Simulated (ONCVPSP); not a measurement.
## barium, ONCV: configuration errors across variants

- Element: barium
- Generator: ONCVPSP 4.0.1
- Type: optimised norm-conserving Vanderbilt (ONCV)
- Functional: PBE
- Relativity: scalar-relativistic
- Frozen core: [Kr] 4d10
- Valence charge: 10
- Reference configuration: 5s2 5p6 6s2
- Partial waves: 5s+6s: rc 3.10 bohr, ncon 3, nbas 7, qcut 4.4 1/bohr, 2 projectors; 5p: rc 2.85 bohr, ncon 4, nbas 7, qcut 5.3 1/bohr, 1 projector; d scattering state at 0.04 Ha: rc 3.35 bohr, ncon 4, nbas 7, qcut 3.1 1/bohr, 2 projectors, debl 1.2 Ha
- Local potential: polynomial inside 1.85 bohr (lpopt 5, dvloc0 0 Ha)
- Core correction: Teter function, fcfact 3.75, rcfact 1.2

In the d channel the program set the typed energies aside and used -0.074, 1.126 Ha.

All-electron excitation energies from the reference (eV): (1) 5s2 5p6 6s1 5.362; (2) 5s2 5p6 6s0 15.344; (3) 5s2 5p6 6s1.5 2.136; (4) 5s1 5p6 6s2 38.799.

1 further variants failed, have other tests or another functional or relativity, and are left out.

A true bound ghost makes a file unfit for plane-wave use even where its test errors are small: the radial tests pick states by their node count and pass the ghost by.

Errors AE − PS in meV (a dash: test not solved or not reliable):

| change | (1) | (2) | (3) | (4) | bound ghosts | GHOST(+) flags above zero |
| --- | --- | --- | --- | --- | --- | --- |
| base | -0.7 | -2.8 | -0.2 | -187 | d | s |
| core correction Teter function, fcfact 7.7, rcfact 1.2 | -0.7 | -3.1 | -0.2 | -192 | d | s |
| all radii but the core radius scaled by about 0.95 (s 2.94, p 2.70, d 3.18 bohr); local potential polynomial inside 1.76 bohr (lpopt 5, dvloc0 0 Ha) | -0.7 | -3.1 | -0.2 | -167 | none | s, d |
| p: rc 2.76 | -0.7 | -3.1 | -0.2 | -197 | d | s |
| s: qcut 3.2; p: qcut 3.8; d: qcut 2.2 | -0.5 | -3.2 | -0.1 | -242 | none | none |

**Question.** Give the same row for: core correction Teter function, fcfact 3.75, rcfact 1.78.

**Answer.** -4.4, -39, -0.8, -227; bound ghosts: d; GHOST(+) flags above zero: s.
